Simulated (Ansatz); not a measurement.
CH6FNSiTe, SMILES `NC([TeH])[SiH2]F`. The species carries charge 0 and has multiplicity 1. Correlated methods include outer-core shells of Te, which these sets cover unevenly. Te takes the def2 core potential.

Cartesian coordinates in Å:
```
N 0.8830 0.6068 -1.2228
C 0.6416 -0.2382 -0.1172
Te 1.0091 0.6123 1.9331
Si -1.1002 -0.8785 0.0987
F -1.6404 -1.5445 -1.2572
H 0.2275 1.3714 -1.2997
H 1.8248 0.9726 -1.2589
H 1.3483 -1.0715 -0.1057
H -0.0788 1.8374 1.6787
H -1.1081 -1.9223 1.1451
H -2.0067 0.2545 0.4057
```

**Question.** Give the diagnostics of a CCSD(T)/def2-TZVPP run (frozen core, Ansatz). (Estimate.)

**Answer.** The calculation gave: T1 = 0.0119, largest single amplitude 0.018, largest double 0.037, (T) share of the correlation energy 3.2 %, 12 CCSD cycles. The RHF solution is stable towards an unrestricted one. T1 lies under the customary mark of 0.02 for closed shells.
